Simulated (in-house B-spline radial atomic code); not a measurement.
Configurations of Yb⁺, with energies counted from [Xe] 4f14 6s1. Method: Dirac-Hartree-Fock, average of configuration, Fermi nucleus of rms radius 5.3108 fm. Calculated with a radial B-spline atomic code at the basis-set limit. Energies include first-order Breit, QED and recoil terms.

Occupations are held fixed; configurations that lie above the ionisation limit could autoionise.

```
                                    configuration  E - E(ref) (eV)  highest orbital  its <r> (bohr)
                               [Xe] 4f14 (6d5/2)1           7.0526            6d5/2            8.21
             [Xe] (4f5/2)6 (4f7/2)7 6s1 (10p1/2)1           10.727           10p1/2           31.72
[Kr] 4d10 4f14 5s2 (5p1/2)2 (5p3/2)3 (5g9/2)1 6s1           34.838            5g9/2           13.73
[Kr] 4d10 4f14 5s2 (5p1/2)2 (5p3/2)3 6s1 (9f7/2)1           36.155            9f7/2           44.38
 [Kr] (4d3/2)4 (4d5/2)5 4f14 5s2 5p6 6s1 (6f5/2)1           195.34            6f5/2           15.36
```

Question: Order these further configurations by energy, lowest first.
A. [Xe] (4f5/2)6 (4f7/2)7 6s1 (8g9/2)1
B. [Kr] (4d3/2)4 (4d5/2)5 4f14 5s2 5p6 6s1 (9f7/2)1
C. [Xe] 4f14 (9g9/2)1
D. [Xe] 4f14 (10d5/2)1
E. [Xe] (4f5/2)5 (4f7/2)8 6s1 (8d3/2)1

Answer: D (10.329 eV), C (10.597 eV), A (11.147 eV), E (11.413 eV), B (196.69 eV).

Question: How far above the reference does [Kr] 4d10 4f14 5s2 (5p1/2)1 (5p3/2)4 6s1 (9d3/2)1 lie?

Answer: 41.785 eV; its least bound orbital is 9d3/2 with <r> = 30.22 bohr.
